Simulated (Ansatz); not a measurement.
Basis-set extrapolation for C$_{2}$F$_{6}$NO$_{4}$S$_{2}$− (`O=S(=O)([N-]S(=O)(=O)C(F)(F)F)C(F)(F)F`) (PBE0-D4/def2-TZVPD geometry, frozen core, Ansatz 0.2.0). Multiplicity 1, RHF reference.

```csv
,def2-TZVPPD,def2-QZVPPD
HF,-1821.812126,-1821.880797
MP2 correlation,-3.340912,-3.617329
CCSD(T) correlation,-3.462552,not run
```

Energies in hartree. Use E(X) = E(∞) + A·exp(−7.88·√X) for Hartree–Fock and E(X) = E(∞) + B·X^(−2.97) for correlation, with X = 3 and 4, and add CCSD(T) minus MP2 of the smaller set to the MP2 limit.

Task: What is the CCSD(T) energy at the basis-set limit?

Result: HF limit: -1821.880797 + (-0.068671) × 0.13774 = -1821.89026. MP2 limit: -3.617329 + (-0.276417) × 0.74074 = -3.82208. Higher-order term: -3.462552 − (-3.340912) = -0.12164. Total: -1825.83398 hartree, 351.0 kcal/mol below CCSD(T)/def2-TZVPPD.
